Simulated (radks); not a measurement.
The numbers below are computed, except where a source is named.
Task: Species: Sc. Configuration: [Ar] 3d3 (not the ground configuration). Code: a radial shooting solver on a logarithmic mesh with Libxc functionals. Model: scalar-relativistic Kohn-Sham, BLYP, spin-polarised, spherical densities, finite nucleus; open shells are filled with parallel spins first; Fermi nuclear charge, rms radius 3.5459 fm. Some entries of the table are withheld. Estimate them.

orbital  occ.  eigenvalue (eV)  <r> (bohr)  r(max) (bohr)
1s down     1        -4394.865     0.07304        0.04780
1s up       1        -4394.850     0.07304        0.04780
2s up       1        -469.2598      0.3437         0.2836
2s down     1        -468.9135      0.3435         0.2835
2p up       3        -383.4472      0.3077         0.2321
2p down     3        -383.1792      0.3075         0.2320
3s up       1              (1)       1.086         0.9291
3s down     1              (2)       1.085         0.9283
3p up       3              (3)       1.193            (4)
3p down     3              (5)       1.193            (6)
3d up       3          -0.9258       2.864          1.197

Result: 
(1) 3s up eigenvalue (eV): -50.8571
(2) 3s down eigenvalue (eV): -49.4401
(3) 3p up eigenvalue (eV): -29.7559
(4) 3p up r(max) (bohr): 0.9736
(5) 3p down eigenvalue (eV): -28.3323
(6) 3p down r(max) (bohr): 0.9722
